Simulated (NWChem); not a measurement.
Molecule: CH$_{4}$CdS; SMILES [CH3][Cd][SH]

```xyz
7

Cd     0.0096    -0.2720    -0.0001
C      0.0040    -2.3792     0.0005
H     -0.6563    -2.7586    -0.7930
H     -0.3508    -2.7603     0.9691
H      1.0201    -2.7615    -0.1771
S      0.0500     2.0884     0.0001
H     -1.2978     2.1981     0.0000
```
Atoms are numbered in this order, from 1.

Geometry: optimised at PBE0/def2-SVP. No frequency run checked for a minimum. def2 effective core potentials on Cd; no spin-orbit coupling.

Q: List the 4 lowest vertical singlet excitations from B3LYP/def2-SVPD with def2 effective core potentials on Cd, TDA (NWChem).

A: 
```json
[
 {"state": "S1", "energy (eV)": "4.77", "oscillator strength": "0.033", "leading excitation (squared amplitude)": "HOMO → LUMO (0.97)"},
 {"state": "S2", "energy (eV)": "4.96", "oscillator strength": "0.002", "leading excitation (squared amplitude)": "HOMO → LUMO+1 (0.98)"},
 {"state": "S3", "energy (eV)": "5.46", "oscillator strength": "0.002", "leading excitation (squared amplitude)": "HOMO → LUMO+2 (0.78)"},
 {"state": "S4", "energy (eV)": "5.71", "oscillator strength": "0.005", "leading excitation (squared amplitude)": "HOMO−1 → LUMO+1 (0.97)"}
]
```
